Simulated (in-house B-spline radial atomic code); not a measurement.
Ionisation energies with and without relativity, with size and susceptibility from the Dirac run. Dirac energy differences include first-order Breit, QED and recoil terms. NIST's values go from ground level to ground level; the uncertainty of those that are theory runs from under 0.1 % in few-electron ions to several per cent in heavy many-electron ones. Computed with an all-electron radial atomic-structure program (B-spline basis): non-relativistic Hartree-Fock and Dirac-Hartree-Fock, averages of the configuration (point nuclei without relativity, finite nuclei with it).

```json
{"ion": "Be2+", "configuration": "1s2", "configuration after": "1s1", "ionisation non-relativistic (eV)": "152.69", "ionisation Dirac Breit and QED (eV)": "152.69", "tabulated value (eV)": "153.8962", "tabulated kind": "tabulated theory", "radius at density 0.001 (bohr)": "1.451", "diamagnetic susceptibility (10⁻⁶ cm³/mol)": "-0.36706"}
{"ion": "S2+", "configuration": "[Ne] 3s2 3p2", "configuration after": "[Ne] 3s2 3p1", "ionisation non-relativistic (eV)": "33.31", "ionisation Dirac Breit and QED (eV)": "33.30", "tabulated value (eV)": "34.86", "tabulated kind": "semi-empirical", "radius at density 0.001 (bohr)": "3.402", "diamagnetic susceptibility (10⁻⁶ cm³/mol)": "-11.981"}
{"ion": "Sr2+", "configuration": "[Ar] 3d10 4s2 4p6", "configuration after": "[Ar] 3d10 4s2 4p5", "ionisation non-relativistic (eV)": "?", "ionisation Dirac Breit and QED (eV)": "?", "tabulated value (eV)": "?", "tabulated kind": "measured", "radius at density 0.001 (bohr)": "?", "diamagnetic susceptibility (10⁻⁶ cm³/mol)": "?"}
{"ion": "La2+", "configuration": "[Xe] 5d1", "configuration after": "[Kr] 4d10 5s2 5p6", "ionisation non-relativistic (eV)": "?", "ionisation Dirac Breit and QED (eV)": "?", "tabulated value (eV)": "?", "tabulated kind": "measured", "radius at density 0.001 (bohr)": "?", "diamagnetic susceptibility (10⁻⁶ cm³/mol)": "?"}
{"ion": "Yb2+", "configuration": "[Xe] 4f14", "configuration after": "[Xe] 4f13", "ionisation non-relativistic (eV)": "26.10", "ionisation Dirac Breit and QED (eV)": "20.99", "tabulated value (eV)": "25.053", "tabulated kind": "semi-empirical", "radius at density 0.001 (bohr)": "3.243", "diamagnetic susceptibility (10⁻⁶ cm³/mol)": "-28.037"}
{"ion": "Lu2+", "configuration": "[Xe] 4f14 6s1", "configuration after": "[Xe] 4f14", "ionisation non-relativistic (eV)": "18.71", "ionisation Dirac Breit and QED (eV)": "19.94", "tabulated value (eV)": "20.9594", "tabulated kind": "measured", "radius at density 0.001 (bohr)": "4.128", "diamagnetic susceptibility (10⁻⁶ cm³/mol)": "-34.173"}
```

(1) Fill in the row of Sr2+.

(2) Fill in the row of La2+.

## Answers

(1) ionisation non-relativistic (eV): 42.13; ionisation Dirac Breit and QED (eV): 42.22; tabulated value (eV): 42.88353; radius at density 0.001 (bohr): 3.332; diamagnetic susceptibility (10⁻⁶ cm³/mol): -20.846.

(2) ionisation non-relativistic (eV): 18.68; ionisation Dirac Breit and QED (eV): 18.10; tabulated value (eV): 19.1773; radius at density 0.001 (bohr): 3.944; diamagnetic susceptibility (10⁻⁶ cm³/mol): -37.963.
